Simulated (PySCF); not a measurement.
## C₆ coefficients of unlike pairs at PBE0

Calculated with PySCF 2.14 from the dipole response of each species, C₆(A,B) = (3/π) ∫ α_A(iu) α_B(iu) du, in atomic units, from isotropic polarisabilities. For ions this is the dispersion term alone; charge-induced terms of lower order in 1/R come first.

| species | configuration | basis | relativity | α (bohr³) | C₆ (like pair) |
| --- | --- | --- | --- | --- | --- |
| B²⁺ | [He] 2s1 (2S) | dyall-acv3z (15s9p4d2f) | spin-free X2C | 7.190 | 9.668 |
| W²⁺ | [Xe] 4f14 5d4 (5D) | def2-QZVPPD with the def2 core potential (60 electrons) (7s6p4d3f2g) | core potential | 13.10 | 78.18 |
| Sb | [Kr] 4d10 5s2 5p3 (4S) | aug-cc-pwCVTZ-DK3 with one added diffuse shell each of s, p, d, f type (11s10p8d5f1g) | spin-free X2C | 45.70 | 503.7 |
| Ca²⁺ | [Ar] (1S) | def2-TZVPPD (6s5p3d) | none | 3.247 | 10.49 |

**Question.** Estimate C₆ for Ca²⁺ with Sb.

**Answer.** The integral gives 61.09. The combination rule 2 C_A C_B / (C_A α_B/α_A + C_B α_A/α_B) gives 57.61 and the geometric mean 72.69.

No spin-orbit coupling is included.

The other pairs:

```json
{"pair": "W²⁺, B²⁺", "C₆": "24.78"}
{"pair": "Sb, B²⁺", "C₆": "69.07"}
{"pair": "Ca²⁺, W²⁺", "C₆": "27.65"}
{"pair": "Ca²⁺, B²⁺", "C₆": "7.685"}
{"pair": "Sb, W²⁺", "C₆": "188.8"}
```
